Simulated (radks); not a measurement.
Isoelectronic series with 29 electrons, all held in the configuration [Ar] 3d10 4s1, which need not be the ground one along the series. All-electron calculation, scalar-relativistic Kohn-Sham, LDA (Slater exchange, Perdew-Wang correlation), spin-polarised, spherical densities, finite nucleus; open shells are filled with parallel spins first; Fermi nuclear charge, rms radius of each element as measured or else 0.836 A^(1/3) + 0.57 fm. Program: a radial shooting solver on a logarithmic mesh with Libxc functionals. Total energies (hartree) and orbital eigenvalues (eV):

ion,E (hartree),4s up,3d down,3d up,3p up
Cu,-1652.26350,-5.1796,-5.1822,-5.3360,-71.9621
Zn+,-1792.94699,-14.7830,-19.9628,-20.1636,-92.9946
Ge3+,-2093.74905,-41.5395,-63.2992,-63.5654,-149.5555
As4+,-2253.83639,-58.1753,-90.7869,-91.0807,-183.8462
Se5+,-2420.38276,-76.8308,-121.8234,-122.1434,-221.7699
Br6+,-2593.39886,-97.4473,-156.2767,-156.6219,-263.1834
Kr7+,-2772.89934,-119.9866,-194.0589,-194.4288,-307.9952

Estimate the row of Ga2+.

Answer. E (hartree) -1940.11724; 4s up -27.0191; 3d down -39.5706; 3d up -39.8066; 3p up -119.1331.
